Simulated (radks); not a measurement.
Values are calculated unless marked as measured or tabulated.
Valence configurations of Cl II (all share [Ne]). Code: a radial shooting solver on a logarithmic mesh with Libxc functionals. Model: scalar-relativistic Kohn-Sham, SCAN, spin-polarised, spherical densities, finite nucleus; open shells are filled with parallel spins first; meta-GGA in the generalised Kohn-Sham scheme; Fermi nuclear charge, rms radius 3.3654 fm. Energies are relative to 3s2 3p4; eigenvalues in eV for spin up.

[
 {"valence": "3s2 3p4", "E (eV)": "0.000", "moment (Bohr magnetons)": "2", "e(3p)": "-20.884", "e(3s)": "-34.309"},
 {"valence": "3s1.5 3p4.5", "E (eV)": "6.598", "moment (Bohr magnetons)": "2", "e(3p)": "-21.231", "e(3s)": "-34.730"},
 {"valence": "3s1 3p5", "E (eV)": "13.086", "moment (Bohr magnetons)": "2", "e(3p)": "-21.603", "e(3s)": "-35.186"},
 {"valence": "3s0.5 3p5.5", "E (eV)": "21.009", "moment (Bohr magnetons)": "1", "e(3p)": "-21.301", "e(3s)": "-34.848"},
 {"valence": "3p6", "E (eV)": "28.115", "moment (Bohr magnetons)": "0", "e(3p)": "-20.881", "e(3s)": "-"}
]

NIST lists [Ne] 3s2 3p4 as the ground configuration; this level of theory agrees among the configurations tried. The energies are those of spherical high-spin densities, not of single terms.
